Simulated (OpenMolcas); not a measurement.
Br III.

* Program: OpenMolcas 26.06
* Basis: ANO-RCC-VTZP [6s5p3d1f]
* Scalar Hamiltonian: DKH2, point nucleus
* Active space: 5 electrons in 9 orbitals (RAS2 4s 4p; RAS3 4d, at most 2 electrons)
* State averaging: 2S+1 = 4 odd, 1 root; 2S+1 = 2 odd, 11 roots; 2S+1 = 4 even, 7 roots kept (CI in the orbitals of an earlier block); 2S+1 = 2 even, 3 roots kept (CI in the orbitals of an earlier block)
* Spin-orbit coupling: state interaction with AMFI integrals over the reference wave functions, term energies averaged over their components

Two sets of levels on these reference wave functions, in cm-1 above 4s2 4p3 4S* 3/2: one from RASSCF and one from MS-RASPT2, IPEA 0.25 Eh, imaginary shift 0.1 Eh (closed shells correlated: 3d).

```
          Level  Set 1  Set 2
4s2 4p3 4S* 3/2    0.0    0.0
4s2 4p3 2D* 3/2  19740  16500
4s2 4p3 2D* 5/2  20600  17340
4s2 4p3 2P* 1/2  31700  28650
4s2 4p3 2P* 3/2  32780  29760
```

Q: Which set is which?

A: Set 2 is MS-RASPT2. Its levels of the other terms of 4s2 4p3 lie at 0.84 to 0.91 of the other set's values, as expected, since terms of lower spin or lower L gain more correlation energy than the Hund ground term. Against 2 measured levels (Moore, Atomic Energy Levels, vol. II, NSRDS-NBS 35 (1971 reprint of NBS Circular 467, 1952)) the mean absolute deviation is 1500 cm-1 with it and 4500 cm-1 without; single levels miss by up to 1700 cm-1 with it.

Over all roots computed the reference weight is 0.93 to 0.99 in MS-RASPT2; the roots of lowest weight are the least certain, and an intruder state may touch them. The run also gave levels led by 4s2 4p2 4d, which use shells meant for correlation; these and all levels above them are left out. Measured partners are found by configuration, term and J. A level has none where our copy of the source lacks it or the pairing is in doubt (some pairs that miss far off the trend of their configuration count as doubtful), and it then counts in no deviation. Only configurations of the active space appear. Levels that lie high or do not pair safely by name in every column are left out.

* marks odd parity.
